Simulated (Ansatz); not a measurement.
Basis-set series for C$_{2}$H$_{8}$BNO. Total charge 0; spin multiplicity 1. The bonds changed during the relaxation, so this is another structure than the one it started from. The structure was optimised at the PBE0-D4/def2-TZVP level. It is one conformer, not always the lowest.

Z-matrix (Å, degrees):
```
C
C 1 1.522
N 1 1.462 2 110.0
B 1 1.572 2 113.8 3 124.5
H 1 1.112 2 106.9 3 -122.0
H 2 1.095 1 111.0 3 60.4
H 2 1.091 1 111.1 3 -179.4
H 2 1.092 1 110.4 3 -59.0
H 3 1.012 1 111.1 2 174.5
H 3 1.013 1 111.0 2 -66.1
O 4 1.353 1 119.3 2 30.6
H 4 1.207 1 121.1 2 -152.2
H 11 0.960 4 113.3 1 176.9
```

| functional | basis | functions | energy (Eh) | HOMO (eV) | LUMO (eV) |
| --- | --- | --- | --- | --- | --- |
| PBE0-D4 | def2-SVP | 110 | -235.44739 | -6.31 | 0.26 |
| PBE0-D4 | def2-TZVPP | 267 | -235.71803 | -6.63 | -0.02 |
| ωB97M-V | def2-SVP | 110 | -235.60361 | -8.72 | 2.33 |
| ωB97M-V | def2-TZVPP | 267 | -235.88577 | -9.04 | 1.85 |

(1) Give the rows for def2-QZVPP. (Estimate.)

Results:

(1) Computed: 
| functional | basis | functions | energy (Eh) | HOMO (eV) | LUMO (eV) |
| --- | --- | --- | --- | --- | --- |
| PBE0-D4 | def2-QZVPP | 525 | -235.73215 | -6.69 | -0.11 |
| ωB97M-V | def2-QZVPP | 525 | -235.89938 | -9.10 | 1.38 |

Positive LUMOs are unbound and depend on the basis.
